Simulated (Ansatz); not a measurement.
## AgH (SMILES [AgH]): the vertical energy of the triplet above the singlet from total energies

AgH has 2 atoms, charge 0, and is taken as a singlet. As SMILES, `[AgH]`. The bond length is the measured one.

```jsonl
{"atom": "Ag", "x (Å)": "0.0000", "y (Å)": "0.0000", "z (Å)": "0.0000"}
{"atom": "H", "x (Å)": "0.0000", "y (Å)": "0.0000", "z (Å)": "1.6181"}
```

Both states at this one shape; open shells run unrestricted unless said. 1 Eh = 27.2114 eV.

| level | program | singlet AgH (Eh) | triplet AgH (Eh) |
| --- | --- | --- | --- |
| r2SCAN0/3-21G | Ansatz | -5176.753685 | -5176.659951 |
| CCSD(T)/Sapporo-TZP (sfX2C), 14 core orbitals frozen | Ansatz | -5280.403891 | -5280.298734 |

Q: Work out the vertical gap, second state less first, at each level.

A: 
1. r2SCAN0/3-21G: -5176.659951 − (-5176.753685) = 0.093734 Eh = 2.55 eV.
2. CCSD(T)/Sapporo-TZP (sfX2C): -5280.298734 − (-5280.403891) = 0.105157 Eh = 2.86 eV.

No measured value is set beside it here; the levels span 2.55 to 2.86 eV. Spin-orbit coupling, which splits open shells on such heavy atoms by tenths of an eV, is left out. All-electron rows are non-relativistic unless named.
